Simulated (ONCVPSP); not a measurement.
**What one change does to a pseudopotential (platinum (Pt), ONCV)**

- Element: platinum
- Generator: ONCVPSP 4.0.1
- Type: optimised norm-conserving Vanderbilt (ONCV)
- Functional: PBE
- Relativity: scalar-relativistic
- Frozen core: [Kr] 4d10 4f14
- Valence charge: 18
- Reference configuration: 5s2 5p6 5d9 6s1
- Partial waves: 5s+6s: rc 1.85 bohr, ncon 4, nbas 7, qcut 6.7 1/bohr, 3 projectors, debl 2.9 Ha; 5p: rc 1.05 bohr, ncon 4, nbas 7, qcut 7.8 1/bohr, 3 projectors, debl 3.3 Ha; 5d: rc 1.75 bohr, ncon 3, nbas 8, qcut 8.3 1/bohr, 2 projectors, debl 2.8 Ha
- Local potential: polynomial inside 0.65 bohr (lpopt 5, dvloc0 1 Ha)
- Core correction: Teter function, fcfact 4.25, rcfact 1.6

Change: s: rc 1.34.

Cutoffs: the cutoffs (Ha) at which the residual kinetic energy of the hardest occupied pseudo-wave falls to 1 and 0.1 mHa per electron; they do not see the model core or the augmentation charge, which bear on the density cutoff. Errors are all-electron minus pseudo energies relative to the spin-unpolarised reference configuration.

Question: Predict the effect on cutoff, ghosts and configuration errors.

Answer: The potential gets neither clearly harder nor softer (96 Ha and 126 Ha → 96 Ha and 126 Ha); both files keep a bound ghost (p, s); of the 4 tests that both files solve, the error grows in 0 and shrinks in 2 by more than 15 % and 0.3 meV (median size 20.8 → 19.0 meV).

```tsv
quantity	base	changed
cutoff, loose	96 Ha	96 Ha
cutoff, tight	126 Ha	126 Ha
loose cutoff by channel	s 15 Ha, p 96 Ha, d 20 Ha	s 47 Ha, p 96 Ha, d 20 Ha
bound ghosts	s, p	s, p
GHOST(+) flags under 300 eV	d at 247.4 eV, p at 289.3 eV	d at 247.4 eV, p at 289.3 eV
error for 5s2 5p6 5d9 6s0, meV [ΔE 9.19 eV]	-8.7	-6.3
error for 5s2 5p6 5d8 6s0, meV [ΔE 29.16 eV]	-11	-9.1
error for 5s2 5p6 5d7 6s0, meV [ΔE 61.38 eV]	-30	-29
error for 5s2 5p5 5d9 6s1, meV [ΔE 62.15 eV]	-91	-94
p: phases at 1.07 bohr within 0.05 rad from the reference energy up to (Ha; the scan ends near 5)	to the end of the scan	to the end of the scan
d: phases at 1.78 bohr within 0.05 rad from the reference energy up to (Ha; the scan ends near 5)	to the end of the scan	to the end of the scan
rms error of d²Exc/dni dnj with the model core, mHa	2.89	2.54
```

 A true bound ghost makes a file unfit for plane-wave use even where its test errors are small: the radial tests pick states by their node count and pass the ghost by.
